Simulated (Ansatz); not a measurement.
Species: C4H5I, SMILES `C=CC(=C)I` (C–C–C–I torsion 0°) (charge 0, multiplicity 1).

**Question.** Give a relaxed geometry from PBE-D3(BJ)/def2-TZVP (Ansatz, a first-principles code).

**Answer.** One answer among several that fit: the end point of this relaxation, one of several conformers (outside a Z-matrix the atoms follow the SMILES, hydrogens last).
Cartesian coordinates (Å) in one orientation:
```xyz
10

C      1.781     0.174     0.512
C      0.699     0.054    -0.269
C     -0.691    -0.057     0.141
C     -1.713    -0.174    -0.722
I     -1.126    -0.035     2.220
H      1.699     0.199     1.600
H      2.778     0.250     0.077
H      0.826     0.034    -1.358
H     -1.504    -0.187    -1.795
H     -2.750    -0.257    -0.406
```
